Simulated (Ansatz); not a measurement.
`N[SiH2][SbH2]` + H₂ → `[SbH3]` + `N[SiH3]` at 400 K and 1 bar (hydrogenolysis of the Sb–Si bond).

Program: Ansatz. Geometries: PBE0-D4/def2-TZVP. ΔE: electronic, gas phase. CBS: MP2 limit from def2 TZ/QZ plus the TZ coupled-cluster correction, frozen cores. This one scheme is used for every species. Elements past krypton have def2 core potentials. For Sb outer-core shells are correlated without core-valence functions, which leaves a few kJ/mol of doubt a bond. Each species was taken in one conformer, which may not be the lowest.

```json
{"species": "`N[SiH2][SbH2]`", "CCSD(T)/CBS energy (Eh)": "-587.42139", "H − E (kJ/mol)": "179.6", "S (J/(mol·K))": "377.1"}
{"species": "H₂", "CCSD(T)/CBS energy (Eh)": "-1.17544", "H − E (kJ/mol)": "38.0", "S (J/(mol·K))": "139.0"}
{"species": "`[SbH3]`", "CCSD(T)/CBS energy (Eh)": "-241.78682", "H − E (kJ/mol)": "65.3", "S (J/(mol·K))": "245.6"}
{"species": "`N[SiH3]`", "CCSD(T)/CBS energy (Eh)": "-346.80422", "H − E (kJ/mol)": "153.0", "S (J/(mol·K))": "285.3"}
```

H − E and S are ideal-gas, rigid-rotor, harmonic terms from PBE0-D4/def2-TZVP, for one conformer and one mirror image of each species. The MP2-based limit puts H₂ 0.8 mEh under its directly extrapolated value; such offsets cancel only in part. 1 Eh = 2625.50 kJ/mol, R = 8.31446 J/(mol·K).

**Question.** By hand: ΔE, ΔH, ΔS and ΔG.

**Answer.** ΔE = (-241.78682) + (-346.80422) − (-587.42139) − (-1.17544) = 0.00579 Eh = 15.2 kJ/mol. Δ(H − E) = 65.3 + 153.0 − 179.6 − 38.0 = 0.7, so ΔH = 15.9 kJ/mol. ΔS = 245.6 + 285.3 − 377.1 − 139.0 = 14.8 J/(mol·K). ΔG = 15.9 − 400 × (14.8)/1000 = 10.0 kJ/mol.

**Question.** By hand: the equilibrium constant, and the temperature at which ΔG would vanish if ΔH and ΔS stayed fixed.

**Answer.** log₁₀ K = −ΔG/(RT ln 10) = -1.3. ΔG = 0 at ΔH/ΔS = 1074 K, though so small a ΔS makes that figure unsure.

TΔS isn't small against ΔH here. A doubt of 5 kJ/mol in ΔE shifts log₁₀ K by 0.7 here. Other conformers and mirror images would add mixing entropy, several J/(mol·K) or more a flexible species. These are equilibria of isolated gas molecules and say nothing of rates. Largest T1 diagnostic: 0.014 (customary marks: 0.02 for closed shells, 0.045 for open ones).
